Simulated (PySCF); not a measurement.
# Nb: excitation energy

Nb [Kr] 4d4 5s1 (6D) → Nb [Kr] 4d3 5s1 6s1 (6F), as a difference of total energies. Calculation: PySCF 2.14, in aug-cc-pwCVDZ-PP with ECP28MDF (6s6p5d3f, 70 functions); scalar relativity through the core potential. Correlated levels: valence: 4s2 4p6 frozen; valence and next inner shell: nothing frozen outside the core potential. The calculations carry no spin-orbit coupling.

```csv
method,excitation energy (eV)
UHF,3.876
LDA,5.173
PBE,4.930
PBE0,4.798
r2SCAN,4.862
M06,5.005
BP86,4.998
wB97X,4.501
B97-3,4.695
MP2 (valence),4.423
SCS-MP2 (valence),4.059
MP2 (valence and next inner shell),4.655
SCS-MP2 (valence and next inner shell),4.295
```

Task: How much does correlation contribute at MP2 (valence and next inner shell)?

Result: 4.655 − (3.876) = 0.779 eV, measured against UHF.

The promoted electron is Rydberg-like, and one or two diffuse shells describe it only roughly, which tends to raise the upper state.
